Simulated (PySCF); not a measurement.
**Nuclear quadrupole coupling in `O=S(=O)([O-])c1ccccc1`**

Species: C6H5O3S (charge -1).
Cartesian coordinates in Å at the PBE0-D3(BJ)/def2-SVP level; atoms count from 1:
```xyz
15
C6H5O3S angstrom
O      2.7685    1.3181    0.9985
S      2.5187    0.0767    0.2375
O      3.0419    0.0791   -1.1440
O      2.7898   -1.1640    0.9899
C      0.7195    0.0465    0.0226
C      0.1609   -0.6243   -1.0651
C     -1.2239   -0.7097   -1.1962
C     -2.0560   -0.1202   -0.2419
C     -1.4925    0.5610    0.8387
C     -0.1074    0.6474    0.9706
H      0.8409   -1.0561   -1.8036
H     -1.6604   -1.2348   -2.0516
H     -3.1432   -0.1857   -0.3446
H     -2.1412    1.0336    1.5829
H      0.3676    1.1882    1.7930
```

Field gradients from the PBE0/pcSseg-1 density (PySCF, non-relativistic), principal values in atomic units, ordered |Vxx| ≤ |Vyy| ≤ |Vzz|:

```json
{"atom": "O1", "Vxx": "-0.5818", "Vyy": "-0.8837", "Vzz": "1.4654"}
{"atom": "S2", "Vxx": "-0.1818", "Vyy": "-0.1853", "Vzz": "0.3671"}
{"atom": "O3", "Vxx": "-0.5865", "Vyy": "-0.8780", "Vzz": "1.4645"}
{"atom": "O4", "Vxx": "-0.5736", "Vyy": "-0.8771", "Vzz": "1.4508"}
```

Problem. Find the asymmetry η = (Vxx − Vyy)/Vzz and the couplings χ = eQV/h (234.96 MHz × Q in barn × V in au), with Q(17O) = −0.0256 b, Q(33S) = −0.0678 b.

Solution. 
```tsv
atom	environment	nucleus	η	χzz (MHz)	χxx (MHz)	χyy (MHz)
O1	oxygen bonded to S	17O	0.21	-8.81	3.50	5.32
S2	sulfonyl sulfur	33S	0.01	-5.85	2.90	2.95
O3	oxygen bonded to S	17O	0.20	-8.81	3.53	5.28
O4	oxygen bonded to S	17O	0.21	-8.73	3.45	5.28
```

The gradient is axial or nearly so (η below 0.05) at S2. The tensor is traceless: Vxx + Vyy + Vzz = 0.

Problem. What is Vzz at S2 in SI units (1 au = 9.71736 × 10²¹ V/m²)?

Solution. 0.3671 au = 3.567 × 10²¹ V/m².

Problem. What couplings would deuterons (Q(2H) = 0.00286 b) have in place of the hydrogens, at this geometry?

Solution. 
```csv
atom,bonded to,bond length (Å),Vzz (au),η,χzz (kHz)
H11,C6,1.093,0.3000,0.05,202
H12,C7,1.095,0.3065,0.07,206
H13,C8,1.094,0.3083,0.07,207
H14,C9,1.095,0.3066,0.07,206
H15,C10,1.093,0.2997,0.04,201
```

Isolated species at its PBE0-D3(BJ)/def2-SVP geometry, gas phase. The pcSseg-1 basis has no diffuse functions, a weakness for an anion. With a basis this small, the couplings can be 20 % off.
